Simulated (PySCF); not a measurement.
C2H5Si, SMILES [CH2][Si]C (connectivity only; charge and spin as stated), neutral, multiplicity 2. Atoms are numbered in the order given.

```xyz
8

C     -0.3919     1.5673     0.0000
Si     0.5018     0.1218     0.0000
C     -0.3047    -1.5786     0.0000
H      0.0606     2.5511     0.0000
H     -1.4792     1.5433     0.0000
H     -1.3888    -1.4329     0.0000
H     -0.0191    -2.1492    -0.8855
H     -0.0191    -2.1492     0.8855
```
Charge 0, spin multiplicity 2.

Geometry: ωB97X-D3(BJ)/def2-TZVP. The isomer is the one that the SMILES or the coordinates give; other isomers of the formula were not compared.

Computed with M06-2X/def2-TZVPD (PySCF).

Mulliken values depend strongly on the basis, most of all with diffuse functions as here. ESP charges are fitted to the potential on shells at 1.4 to 2.0 van der Waals radii. Atomic charges (e):

```json
[
 {"atom": "C1", "Mulliken": "-0.48", "ESP fit": "[?]", "Mulliken spin": "-0.08"},
 {"atom": "Si2", "Mulliken": "0.16", "ESP fit": "[?]", "Mulliken spin": "0.95"},
 {"atom": "C3", "Mulliken": "-0.88", "ESP fit": "-0.72", "Mulliken spin": "0.12"},
 {"atom": "H4", "Mulliken": "0.21", "ESP fit": "0.28", "Mulliken spin": "-0.01"},
 {"atom": "H5", "Mulliken": "0.16", "ESP fit": "0.30", "Mulliken spin": "0.05"},
 {"atom": "H6", "Mulliken": "0.27", "ESP fit": "[?]", "Mulliken spin": "0.01"},
 {"atom": "H7", "Mulliken": "0.28", "ESP fit": "[?]", "Mulliken spin": "-0.02"},
 {"atom": "H8", "Mulliken": "0.28", "ESP fit": "[?]", "Mulliken spin": "-0.02"}
]
```

What belongs in the gaps? (An estimate is asked for; the answer gives what the named calculation found.)


- C1, ESP fit: -0.95
- Si2, ESP fit: 0.42
- H6, ESP fit: 0.24
- H7, ESP fit: 0.21
- H8, ESP fit: 0.21
